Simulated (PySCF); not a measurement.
Job file and geometry (Å, from GFN2-xTB) of an NMR shielding run on C6H14BNO2, GIAO PBE0/pcSseg-1 NMR shielding, non-relativistic, gas phase in PySCF; density fitting, a coarse starting grid and PySCF grid level 2 are the driver's defaults:

```
$ OMP_NUM_THREADS=1 python probes_run.py task.json out

{"job": {"kind": "nmr", "xc": "PBE0", "basis": "pcSseg-1"}, "charge": 0, "multiplicity": 1}
C      1.700136     0.359100    -1.184689
C      1.460950    -0.114156     0.239736
C      1.333766    -1.635248     0.355813
O      0.546724    -1.904411     1.502005
C     -0.094546    -0.721325     1.941567
C      0.140027     0.374780     0.890138
N     -0.963824     0.546020    -0.032188
C     -1.242003     1.930849    -0.356192
B     -1.716592    -0.489826    -0.604416
O     -2.698479    -0.145002    -1.491103
H      0.838520     0.130997    -1.807476
H      2.573417    -0.140646    -1.598262
H      1.877164     1.432059    -1.206470
H      2.285065     0.220180     0.878596
H      0.838505    -2.044373    -0.534498
H      2.300259    -2.132376     0.480879
H     -1.159716    -0.921209     2.082463
H      0.342976    -0.424252     2.904867
H      0.299168     1.336274     1.388800
H     -2.068612     1.957104    -1.059638
H     -0.373373     2.415042    -0.809326
H     -1.521588     2.487920     0.543744
H     -1.515576    -1.614108    -0.325606
H     -3.194103    -0.883631    -1.836906
```

**Question.** Write the output of this run.

**Answer.** 
```
coarse grid: 19520 points
cycle   1  E = -466.3705354220  dE =  1.376e+00  |g| = 8.461e-01  |ddm| = 4.211e+00
cycle   2  E = -466.2356618524  dE =  1.349e-01  |g| = 1.222e+00  |ddm| = 1.786e+00
cycle   3  E = -466.5057873181  dE = -2.701e-01  |g| = 1.132e-01  |ddm| = 1.166e+00
cycle   4  E = -466.5079460253  dE = -2.159e-03  |g| = 5.313e-02  |ddm| = 1.315e-01
cycle   5  E = -466.5085577044  dE = -6.117e-04  |g| = 1.440e-02  |ddm| = 5.547e-02
cycle   6  E = -466.5085963388  dE = -3.863e-05  |g| = 4.674e-03  |ddm| = 1.250e-02
cycle   7  E = -466.5086007270  dE = -4.388e-06  |g| = 7.643e-04  |ddm| = 3.490e-03
final grid: 187072 points
cycle   8  E = -466.5886531655  dE = -9.284e-05  |g| = 1.428e-02  |ddm| = 5.477e-02
cycle   9  E = -466.5886092407  dE =  4.392e-05  |g| = 2.091e-02  |ddm| = 2.690e-02
cycle  10  E = -466.5886948671  dE = -8.563e-05  |g| = 1.978e-03  |ddm| = 1.708e-02
cycle  11  E = -466.5886956704  dE = -8.032e-07  |g| = 3.734e-04  |ddm| = 1.926e-03
cycle  12  E = -466.5886956957  dE = -2.532e-08  |g| = 1.513e-04  |ddm| = 4.099e-04
cycle  13  E = -466.5886956998  dE = -4.174e-09  |g| = 5.227e-05  |ddm| = 1.526e-04
cycle  14  E = -466.5886957004  dE = -5.430e-10  |g| = 9.667e-06  |ddm| = 5.034e-05
converged SCF energy = -466.5886957004

GIAO shielding tensors (ppm)
atom      isotropic    diamagn.    paramagn.     s11        s22        s33       span
  0 C      175.707     246.897     -71.190    164.322    173.791    189.007     24.685
  1 C      144.478     250.958    -106.480    117.878    154.637    160.919     43.041
  2 C      108.133     247.561    -139.427     63.887     96.459    164.055    100.168
  3 O      290.053     397.333    -107.280    186.235    277.706    406.217    219.981
  4 C      103.775     245.725    -141.949     65.515    105.546    140.266     74.751
  5 C      117.677     245.848    -128.171    102.717    115.497    134.817     32.100
  6 N      155.987     326.598    -170.611     71.528    181.106    215.328    143.799
  7 C      149.057     244.782     -95.725    126.756    138.033    182.381     55.625
  8 B       75.061     198.622    -123.561     47.886     74.354    102.943     55.058
  9 O      213.811     385.698    -171.887     96.696    239.794    304.943    208.247
 10 H       30.621      31.580      -0.959     25.895     31.315     34.652      8.757
 11 H       30.851      29.277       1.574     25.647     28.388     38.518     12.872
 12 H       30.604      30.495       0.109     25.915     28.085     37.813     11.898
 13 H       29.375      33.239      -3.864     25.865     26.601     35.658      9.793
 14 H       28.107      32.070      -3.963     24.806     27.756     31.760      6.954
 15 H       27.505      29.779      -2.274     22.938     26.815     32.761      9.823
 16 H       27.648      30.759      -3.110     24.081     26.922     31.942      7.861
 17 H       27.175      30.212      -3.036     22.030     26.475     33.021     10.991
 18 H       28.614      34.073      -5.459     23.829     28.963     33.050      9.221
 19 H       27.569      29.687      -2.117     21.788     28.177     32.743     10.956
 20 H       29.414      30.748      -1.335     23.684     29.262     35.295     11.611
 21 H       29.390      29.130       0.260     24.600     27.107     36.463     11.863
 22 H       27.316      33.803      -6.487     23.561     27.169     31.219      7.658
 23 H       27.678      30.517      -2.838     21.794     23.387     37.854     16.059
```

Size and cost of the density-fitted run: 240 basis functions, 53 s wall time on 1 thread of an Intel Xeon 6975P-C, shared host; peak memory 1.1 GiB.
